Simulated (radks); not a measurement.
The numbers below are computed, except where a source is named.
Problem. Species: Mg+. Configuration: [Ne] 3s1 (the NIST ground configuration). Code: a radial shooting solver on a logarithmic mesh with Libxc functionals. Model: scalar-relativistic Kohn-Sham, PBE, spin-polarised, spherical densities, finite nucleus; open shells are filled with parallel spins first; Fermi nuclear charge, rms radius 3.057 fm. Some entries of the table are withheld. Estimate them.

orbital,occ.,eigenvalue (eV),<r> (bohr),r(max) (bohr)
1s up,1,-1268.809,0.1306,0.08507
1s down,1,-1268.735,0.1306,0.08507
2s up,1,-88.9069,0.6969,(1)
2s down,1,-88.7504,0.6961,(2)
2p up,3,(3),0.6887,(4)
2p down,3,(5),0.6865,(6)
3s up,1,-11.9173,2.768,2.358
3p up,0,-7.5021,3.430,2.850

Solution. 
(1) 2s up r(max) (bohr): 0.5466
(2) 2s down r(max) (bohr): 0.5466
(3) 2p up eigenvalue (eV): -55.6729
(4) 2p up r(max) (bohr): 0.4786
(5) 2p down eigenvalue (eV): -55.5026
(6) 2p down r(max) (bohr): 0.4785
